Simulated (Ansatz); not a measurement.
Consider the ligand exchange at a B–O bond: `BOCO[SiH3]` + `[CH3][GeH]([NH2])[F]` → `B[NH][GeH]([CH3])[F]` + `OCO[SiH3]`.

Program: Ansatz. Geometries: PBE0-D4/def2-TZVP. ΔE: electronic, gas phase. CBS: MP2 limit from def2 TZ/QZ plus the TZ coupled-cluster correction, frozen cores. DFT in def2-TZVPP. For Ge outer-core shells are correlated without core-valence functions, which leaves a few kJ/mol of doubt a bond. Scalar relativity is left out up to krypton. Each species was taken in one conformer, which may not be the lowest.

```tsv
level	ΔE (kJ/mol)
revPBE-D4	5.1
r2SCAN-D4	7.0
MP2/def2-QZVPP	7.3
MP2/CBS(def2)	7.6
```

(1) What does CCSD(T)/CBS give? (An estimate is asked.)

Largest T1 diagnostic among the species: 0.013.

## Answers

(1) The calculation gave: +7.5 kJ/mol. The listed levels differ from it by -2.4, -0.5, -0.2, 0.1 kJ/mol.

Leaving LDA and LC-ωPBE aside and taking each functional with its dispersion term where it has one, the values, not all of them listed here, spread over 6.2 kJ/mol, from HSE06-D4 to CAM-B3LYP-D4. In def2-TZVPP, CCSD(T) changes the Hartree–Fock value by −4.8 kJ/mol (the triples alone add −0.3 kJ/mol) and MP2 by −4.7 kJ/mol.
